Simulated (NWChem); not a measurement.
System meant: HfHCl₃; SMILES [Cl][HfH]([Cl])[Cl]

NWChem input:

```
start job
memory heap 200 mb stack 900 mb global 1100 mb
geometry units angstroms noautoz
  Hf     0.000000     0.000000    -0.158587
  Cl     2.171215     0.616816     0.416433
  Cl    -1.619786     1.571919     0.416433
  Cl    -0.551429    -2.188735     0.416433
  H      0.000000     0.000000    -1.978620
end
basis spherical
  Hf library def2-svp
  Cl library def2-svp
  H library def2-svp
end
ecp
  Hf library def2-ecp
end
dft
  xc b3lyp
  iterations 150
end
tddft
  cis
  nroots 4
  notriplet
end
task tddft energy
```

End of the output:

```
 Vector   35  Occ=0.000000D+00  E=-5.152991D-02  Symmetry=e+
              MO Center=  1.9D-01,  2.2D-01, -2.2D-01, r^2= 3.3D+00
   Bfn.  Coefficient  Atom+Function         Bfn.  Coefficient  Atom+Function
  ----- ------------  ---------------      ----- ------------  ---------------
    20      0.825157  1 Hf d  2              25      0.266058  1 Hf d  2
    79     -0.243636  4 Cl px                43     -0.232679  2 Cl px
    72     -0.233439  4 Cl s                 36      0.227138  2 Cl s
    61     -0.226878  3 Cl px                44      0.188649  2 Cl py
    80      0.175625  4 Cl py                62      0.172648  3 Cl py

 center of mass
 --------------
 x =  -0.00000000 y =  -0.00000000 z =  -0.03253324

 moments of inertia (a.u.)
 ------------------
        1047.352665207801           0.000000000000          -0.000000000000
           0.000000000000        1047.352665207800           0.000000000000
          -0.000000000000           0.000000000000        1908.593411004528

     Multipole analysis of the density
     ---------------------------------

     L   x y z        total         alpha         beta         nuclear
     -   - - -        -----         -----         ----         -------
     0   0 0 0      0.000000    -32.000000    -32.000000     64.000000

     1   1 0 0     -0.000000     -0.000000     -0.000000     -0.000000
     1   0 1 0      0.000000      0.000000      0.000000     -0.000000
     1   0 0 1      0.123509    -12.513756    -12.513756     25.151022

     2   2 0 0    -48.387259   -256.157849   -256.157849    463.928439
     2   1 1 0      0.000000      0.000000      0.000000     -0.000000
     2   1 0 1     -0.000000     -0.000000     -0.000000     -0.000000
     2   0 2 0    -48.387260   -256.157849   -256.157849    463.928439
     2   0 1 1     -0.000000     -0.000000     -0.000000     -0.000000
     2   0 0 2    -47.558794    -43.637745    -43.637745     39.716696

 ------------------------------------------------------------------------
 tddft_init: non-Abelian symmetry not permitted                   0
 ------------------------------------------------------------------------
 ------------------------------------------------------------------------
  current input line :
    27: task tddft energy
 ------------------------------------------------------------------------
 ------------------------------------------------------------------------
 There is an error related to the specified geometry
 ------------------------------------------------------------------------
 For more information see the NWChem manual at https://nwchemgit.github.io

0:tddft_init: non-Abelian symmetry not permitted:Received an Error in Communication
```

Find the fault in this run and fix the input.

The run crashed. Cause: the TDDFT module takes Abelian point groups alone, and the geometry was found to have a non-Abelian one. This input runs:
```
start job
memory heap 200 mb stack 900 mb global 1100 mb
geometry units angstroms noautosym nocenter noautoz
  Hf     0.000000     0.000000    -0.158587
  Cl     2.171215     0.616816     0.416433
  Cl    -1.619786     1.571919     0.416433
  Cl    -0.551429    -2.188735     0.416433
  H      0.000000     0.000000    -1.978620
end
basis spherical
  * library def2-svp
end
ecp
  Hf library def2-ecp
end
dft
  xc b3lyp
  iterations 150
end
tddft
  cis
  nroots 4
  notriplet
end
task tddft energy
```
It converges to -1429.07172 Ha (B3LYP/def2-SVP with def2 effective core potentials on Hf, TDA).
